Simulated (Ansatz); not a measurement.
Born–Oppenheimer molecular dynamics of CH4 + CH6OSi (14 atoms, charge 0, multiplicity 1). It starts from a relaxed structure.

Level of theory: Ansatz 0.2.0, RKS PBE/STO-3G.

```
ensemble                      : NVE (velocity Verlet)
time step                     : 2.5 fs
steps asked                   : 40
starting velocities drawn for : 200 K
seed                          : 343257
```

First frame:

```xyz
14
Properties=species:S:1:pos:R:3
C 0.004 -0.081 -3.235
H 0.815 -0.827 -3.243
H 0.420 0.916 -3.455
H -0.476 -0.068 -2.243
H -0.743 -0.343 -4.002
C 0.337 0.873 0.831
O -0.889 0.300 1.404
Si -0.444 -0.753 2.719
H 0.927 1.494 1.554
H 0.025 1.542 -0.005
H 1.037 0.108 0.404
H -1.700 -1.274 3.236
H 0.276 -0.033 3.769
H 0.410 -1.852 2.266
```

Problem. How far do the bonds stretch over the last three quarters of this one trajectory? (Pairs bonded in most of those frames.)

Solution. 
```csv
bond,mean (Å),spread (Å),shortest,longest
C1–H2,1.103,0.022,1.06,1.14
C1–H3,1.102,0.021,1.06,1.14
C1–H4,1.103,0.021,1.06,1.14
C1–H5,1.103,0.022,1.06,1.14
C6–O7,1.467,0.011,1.45,1.49
C6–H9,1.125,0.028,1.08,1.16
C6–H10,1.116,0.019,1.08,1.15
C6–H11,1.123,0.027,1.08,1.16
O7–Si8,1.741,0.015,1.72,1.77
Si8–H12,1.456,0.018,1.43,1.49
Si8–H13,1.465,0.022,1.43,1.50
Si8–H14,1.470,0.049,1.40,1.54
```

Mean temperature of the second half: 116 K. The conserved energy wandered by up to 7.4 meV per atom (net 2.6 meV per atom), which is poor conservation. Over the second half the temperature averaged 0.58 of the 200 K drawn at the start: a run that starts near a minimum puts about half its kinetic energy into the potential. A step of 2.5 fs is long for free X–H stretches (periods near 10 fs) and can bias their spread and the temperature. A run of 0.1 ps of so small a system gives no equilibrium averages. Limits of this set-up: minimal basis.

The run took 42 s on 1 thread of Intel(R) Xeon(R) 6975P-C (Granite Rapids), on a shared host, peak memory 0.1 GiB.
